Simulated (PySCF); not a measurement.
Isomers of C4H11BO2, from PBE0-D3(BJ)/def2-SVP geometry optimisation, gas phase in PySCF 2.14.0. One conformer each, no zero-point energy, no frequencies.

Task: Which isomer lies lower at this level?
A. `[CH3:1][B:2]([OH:3])[O:4][CH:5]([CH3:6])[CH3:7]` with C1–B2–O3–H 1°, C1–B2–O4–C5 -179°, B2–O4–C5–C6 152°: A = 4453, B = 1572, C = 1367 MHz, dipole 1.32 D
B. `[CH3:1][CH2:2][B:3]([O:4][CH3:5])[O:6][CH3:7]` with C1–C2–B3–O4 179°, C2–B3–O4–C5 0°, C2–B3–O6–C7 -179°: A = 2622, B = 2311, C = 1267 MHz, dipole 1.45 D

Result: A. That is `C(C)(OB(O)C)C`, 20.1 kcal/mol below the other.

```
     SMILES                                    mapped SMILES      E (Eh)  relative (kcal/mol)  relative (kJ/mol)  dipole (D)
CB(O)OC(C)C  [CH3:1][B:2]([OH:3])[O:4][CH:5]([CH3:6])[CH3:7]  -333.84335                  0.0                0.0        1.32
  CCB(OC)OC    [CH3:1][CH2:2][B:3]([O:4][CH3:5])[O:6][CH3:7]  -333.81126                 20.1               84.2        1.45
```

As drawn, the lower has an O–H bond, which the higher lacks.
